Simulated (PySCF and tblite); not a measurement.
C6H12O, numbered as in [CH3:1][O:2][CH:3]1[CH2:4][CH2:5][CH2:6][CH2:7]1.

Conformers came from 90 starts (ETKDG and KDG, MMFF94s, GFN2-xTB); geometries are PBE0-D3(BJ)/def2-SVP. Energies: B3LYP-D3(BJ)/def2-TZVP (IEF-PCM, chloroform), with GFN2-xTB thermal terms (modes under about 100 cm⁻¹ blended into free rotors). Symmetry numbers and mirror images are counted. Conformers within 3 kcal/mol (GFN2-xTB free energy) were kept, 8 at most. GIAO shieldings: WP04/pcSseg-1 (IEF-PCM, chloroform). Shifts are against TMS (¹H), TMS (¹³C) at the same level. Codes: tblite and PySCF.

Torsions listed: C1–O2–C3–C4. The 5-ring runs over atoms 3–4–5–6–7. Of a mirror pair one member is shown.

| conformer | shape | weight % | dipole D |
| --- | --- | --- | --- |
| 1 | 5-ring twist (ring torsions -12, 34, -44, 36, -15°); 168° | 99.0 | 1.37 |
| 2 | 5-ring between envelope and twist (ring torsions -30, 41, -37, 18, 7°); -67° | 1.0 | 1.58 |

(1) How do the computed shifts compare with measured ones?

Results:

(1) 
```tsv
nucleus	signal	leading conformer	average	measured	medium
¹³C	C3	86.4	86.4	82.2	not stated per compound (mostly CDCl3 or CCl4)
¹³C	C4/C7	35.7	35.7	31.4	not stated per compound (mostly CDCl3 or CCl4)
¹³C	C5/C6	29.5	29.6	23.1	not stated per compound (mostly CDCl3 or CCl4)
```

Measured values: Pretsch, Buehlmann, Badertscher, Structure Determination of Organic Compounds, 4th ed. (2009). Mean difference for ¹³C: 5.00 ppm, scatter 1.06 ppm. The computed shifts are unscaled and lack vibrational corrections.
